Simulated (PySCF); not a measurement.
**Ionising CuF**

PBE0; PySCF, scalar-relativistic core potentials, basis sets Cu cc-pVDZ-PP with ECP10, F cc-pVDZ. Neutral (UKS): singlet (closed shell), Re = 1.732 Å, ωe = 657 cm⁻¹, De = 3.97 eV, HOMO -7.12 eV, LUMO -2.87 eV.

CuF⁺ (UKS): doublet (σ ↑), Re = 1.689 Å, ωe = 719 cm⁻¹, De = 1.76 eV to Cu⁺ (3d10) + F. The energies at the minima are -296.99774 hartree for CuF and -296.62954 for CuF⁺.

Work out the adiabatic ionisation energy, without and with harmonic zero-point energies (1 hartree = 27.2114 eV, 1 eV = 8065.5 cm⁻¹), and the change of the bond length.

At PBE0: 0.36820 hartree = 10.019 eV between the minima; the zero-point term (719.0 − 657.0)/2 cm⁻¹ = +0.004 eV makes it 10.023 eV. Re changes by -4.3 pm against the neutral. Minus the HOMO energy is 7.12 eV, -2.90 eV from the value between the minima; self-interaction puts the Kohn–Sham level too high, less so with exact exchange. The electron leaves a σ orbital; in so polar a molecule the change of length follows mostly from the change of the ionic charges.

For an ion De counts to the pair picked by the measured ionisation energies or electron affinities, which need not be the lowest pair at this level. The state is the lowest single determinant that the PBE0 search found; with open d or f shells the true ground state can be another one.
